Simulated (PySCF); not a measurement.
Compound: LaCl₃.
SMILES: `[Cl][La]([Cl])[Cl]`

Method used: PySCF, TDDFT B3LYP/def2-SVPD, vertical, gas phase, core orbitals frozen in the response, def2 core potentials past Kr. Isolated species at its PBE0-D3(BJ)/def2-SVP geometry, gas phase. Spin–orbit coupling is left out. Note that the optimisation stopped short of convergence; the values belong to its last geometry.

Problem. List the vertical singlet excitations with oscillator strengths and describe the spectrum.

Solution. 

| state | λ (nm) | E (eV) | f | \|μ\| (D) | main configurations (H = HOMO, L = LUMO) |
| --- | --- | --- | --- | --- | --- |
| S1 | 269.6 | 4.60 | 0.0044 | 0.50 | H→L (97%) |
| S2 | 269.5 | 4.60 | 0.0053 | 0.55 | H-1→L (98%) |
| S3 | 268.0 | 4.63 | 0.0008 | 0.21 | H-2→L (99%) |
| S4 | 259.2 | 4.78 | 0.022 | 1.10 | H-3→L (99%) |
| S5 | 248.4 | 4.99 | 0.0039 | 0.45 | H-4→L (99%) |
| S6 | 248.1 | 5.00 | 0.0033 | 0.42 | H-5→L (99%) |
| S7 | 231.4 | 5.36 | 0.0015 | 0.28 | H-6→L (98%) |
| S8 | 229.7 | 5.40 | 0.0014 | 0.26 | H-7→L (98%) |
| S9 | 226.7 | 5.47 | 0.0003 | 0.12 | H-2→L+1 (64%), H-1→L+2 (16%), H-1→L+1 (10%) |
| S10 | 226.6 | 5.47 | 0.0003 | 0.12 | H-1→L+1 (52%), H→L+2 (25%), H-2→L+1 (10%) |

Triplets, Tamm–Dancoff:

```tsv
state	E (eV)	λ (nm)	main configurations (H = HOMO, L = LUMO)
T1	4.56	271.6	H-1→L (96%)
T2	4.57	271.4	H→L (91%)
T3	4.61	268.7	H-2→L (94%)
T4	4.70	263.8	H-3→L (99%)
```

The lowest singlet lies at 4.60 eV (270 nm, ultraviolet) and is very weak; its leading configuration is HOMO→LUMO (97%). The strongest level in the table is S4 at 4.78 eV (259 nm, f = 0.022). S1/S2, S5/S6 and S9/S10 lie within about 0.01 eV of each other in each set. Löwdin shares by element: HOMO (one of a set within 0.03 eV) chlorine 94%, lanthanum 6%; LUMO lanthanum 85%, chlorine 15%. Weighted by f, the mean energy of these states is 4.82 eV. The listed states span 0.87 eV, and the widest gap between neighbours is 0.36 eV (S6 to S7). Only the lowest 10 singlets were computed, as vertical energies without vibronic structure.
